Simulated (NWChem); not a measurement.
System meant: WNH₂SOCl; SMILES [NH2][W](=[O])(=[S])[Cl]

Here is an NWChem input.

```
start job
memory heap 200 mb stack 900 mb global 1100 mb
geometry units angstroms noautoz
  W     -0.168013     0.069212     0.036686
  O     -1.019263     0.124513     1.528828
  S      1.308575     1.640849    -0.039357
  Cl     0.838395    -1.982122    -0.215977
  N     -1.461324     0.410051    -1.363236
  H     -2.470564     0.275792    -1.233071
  H     -1.262909     0.914006    -2.234501
end
basis spherical
  * library def2-svp
end
dft
  xc xpbe96 cpbe96
  iterations 150
  mulliken
end
task dft energy
```

End of the output:

```
          Convergence Information
          -----------------------
          Convergence aids based upon iterative change in
          total energy or number of iterations.
          Levelshifting, if invoked, occurs when the
          HOMO/LUMO gap drops below (HL_TOL):  1.00D-02
          DIIS, if invoked, will attempt to extrapolate
          using up to (NFOCK): 10 stored Fock matrices.

                    Damping( 0%)  Levelshifting(0.5)       DIIS
                  --------------- ------------------- ---------------
          dE  on:    start            ASAP                start
          dE off:    2 iters        150 iters           150 iters

      Screening Tolerance Information
      -------------------------------
          Density screening/tol_rho:  1.00D-10
          AO Gaussian exp screening on grid/accAOfunc:  14
          CD Gaussian exp screening on grid/accCDfunc:  20
          XC Gaussian exp screening on grid/accXCfunc:  20
          Schwarz screening/accCoul:  1.00D-08

      Superposition of Atomic Density Guess
      -------------------------------------

      charge =      74.0 W (Tungsten)

      symmetry species            s     p     d     f
      number of basis functions = 7     6     5     1
      number of cont. functions = 6     3     2     1
      number of closed shells   = 6     4     2     1
      number of open shells     = 0     0     1     0
      open shell occupation     = 0     0     4     0
 ------------------------------------------------------------------------
 atomscf:atomd: error in atom scf                   0
 ------------------------------------------------------------------------
 ------------------------------------------------------------------------
  current input line :
    20: task dft energy
 ------------------------------------------------------------------------
 ------------------------------------------------------------------------
 This error has not yet been assigned to a category
 ------------------------------------------------------------------------
 For more information see the NWChem manual at https://nwchemgit.github.io

0:atomscf:atomd: error in atom scf:Received an Error in Communication
```

Q: What is wrong, and how is it mended?

A: The run crashed. Cause: the def2 basis of a heavy element holds valence functions alone and wants its effective core potential (without it all electrons must fit into that basis). This input runs:
```
start job
memory heap 200 mb stack 900 mb global 1100 mb
geometry units angstroms noautoz
  W     -0.168013     0.069212     0.036686
  O     -1.019263     0.124513     1.528828
  S      1.308575     1.640849    -0.039357
  Cl     0.838395    -1.982122    -0.215977
  N     -1.461324     0.410051    -1.363236
  H     -2.470564     0.275792    -1.233071
  H     -1.262909     0.914006    -2.234501
end
basis spherical
  W library def2-svp
  O library def2-svp
  S library def2-svp
  Cl library def2-svp
  N library def2-svp
  H library def2-svp
end
ecp
  W library def2-ecp
end
dft
  xc xpbe96 cpbe96
  iterations 150
  mulliken
end
task dft energy
```
It converges to -1056.05348 Ha (PBE/def2-SVP with def2 effective core potentials on W).
